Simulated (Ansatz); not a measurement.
A nudged elastic band was laid between two geometries of Cl3HSi + ClH (7 atoms, charge 0, multiplicity 1).

These are results of RKS PBE-D4/def2-SVP in Ansatz 0.2.0, not measurements.

* movable images: 8
* climbing image: no
* spring: 5.0 eV/Å²
* optimiser: quadratic models (default)
* start path: through a guess of the saddle point
* force threshold: 0.05 eV/Å
* iteration limit: 60
* end points: relaxed

Image 0:

```xyz
7
Properties=species:S:1:pos:R:3
Si 0.364 0.000 -0.283
H 0.327 0.000 1.204
Cl 2.334 0.000 -0.899
Cl -0.561 1.684 -1.024
Cl -0.561 -1.684 -1.024
Cl -2.825 0.000 1.573
H -2.335 0.000 2.775
```

Image 9:

```xyz
7
Properties=species:S:1:pos:R:3
Si -0.440 0.000 -0.894
H -0.492 0.000 3.007
Cl 1.194 0.000 0.349
Cl -0.401 1.675 -2.076
Cl -0.401 -1.675 -2.076
Cl -2.152 0.000 0.237
H -0.567 0.000 3.773
```

(1) What changes between the two ends?

(2) What energy profile does the band end with?

(3) What is the geometry of the highest image?

The band took 13 iterations and roughly 5 core-minutes.

Answers

(1) Bonds broken: Si1–H2, Cl6–H7. Bonds formed: Si1–Cl6, H2–H7. Cl3HSi + ClH becomes Cl4Si + H2.

(2) The run converged. The highest image is number 4 of 0 to 9, 1.35 eV above the first end and 2.05 eV above the last; the last end lies 0.70 eV below the first. No image climbed, so the highest image needn't sit at the top of the path. The orbitals stay closed-shell, which can raise the energy where a bond breaks towards radicals; this wasn't checked here.

```json
{"image": "0", "path coordinate (Å)": "0.00", "energy (eV)": "0.00", "Si1–H2 (Å)": "1.49", "Cl6–H7 (Å)": "1.30", "Si1–Cl6 (Å)": "3.69"}
{"image": "1", "path coordinate (Å)": "0.70", "energy (eV)": "0.02", "Si1–H2 (Å)": "1.49", "Cl6–H7 (Å)": "1.30", "Si1–Cl6 (Å)": "3.68"}
{"image": "2", "path coordinate (Å)": "1.39", "energy (eV)": "0.11", "Si1–H2 (Å)": "1.50", "Cl6–H7 (Å)": "1.31", "Si1–Cl6 (Å)": "3.39"}
{"image": "3", "path coordinate (Å)": "2.09", "energy (eV)": "0.83", "Si1–H2 (Å)": "1.55", "Cl6–H7 (Å)": "1.38", "Si1–Cl6 (Å)": "2.75"}
{"image": "4", "path coordinate (Å)": "2.79", "energy (eV)": "1.35", "Si1–H2 (Å)": "1.80", "Cl6–H7 (Å)": "1.86", "Si1–Cl6 (Å)": "2.30"}
{"image": "5", "path coordinate (Å)": "3.48", "energy (eV)": "0.52", "Si1–H2 (Å)": "2.34", "Cl6–H7 (Å)": "2.19", "Si1–Cl6 (Å)": "2.13"}
{"image": "6", "path coordinate (Å)": "4.18", "energy (eV)": "-0.18", "Si1–H2 (Å)": "2.88", "Cl6–H7 (Å)": "2.37", "Si1–Cl6 (Å)": "2.07"}
{"image": "7", "path coordinate (Å)": "4.88", "energy (eV)": "-0.57", "Si1–H2 (Å)": "3.42", "Cl6–H7 (Å)": "2.64", "Si1–Cl6 (Å)": "2.06"}
{"image": "8", "path coordinate (Å)": "5.58", "energy (eV)": "-0.68", "Si1–H2 (Å)": "3.80", "Cl6–H7 (Å)": "3.22", "Si1–Cl6 (Å)": "2.05"}
{"image": "9", "path coordinate (Å)": "6.28", "energy (eV)": "-0.70", "Si1–H2 (Å)": "3.90", "Cl6–H7 (Å)": "3.88", "Si1–Cl6 (Å)": "2.05"}
```

(3) 
```xyz
7
Properties=species:S:1:pos:R:3:forces:R:3
Si -0.412 0.000 -0.059 -0.44 0.00 -0.12
H 0.121 0.000 1.656 0.12 0.00 0.38
Cl 1.720 0.000 -0.174 -0.36 0.00 0.24
Cl -0.762 1.818 -0.954 -0.02 0.07 -0.18
Cl -0.762 -1.818 -0.954 -0.02 -0.07 -0.18
Cl -2.435 0.000 1.038 0.11 0.00 -0.36
H -0.728 0.000 1.765 0.60 0.00 0.23
```

The run took 2.4 min on 2 threads of Intel(R) Xeon(R) Platinum 8488C (Sapphire Rapids), on a shared host, peak memory 0.17 GiB.
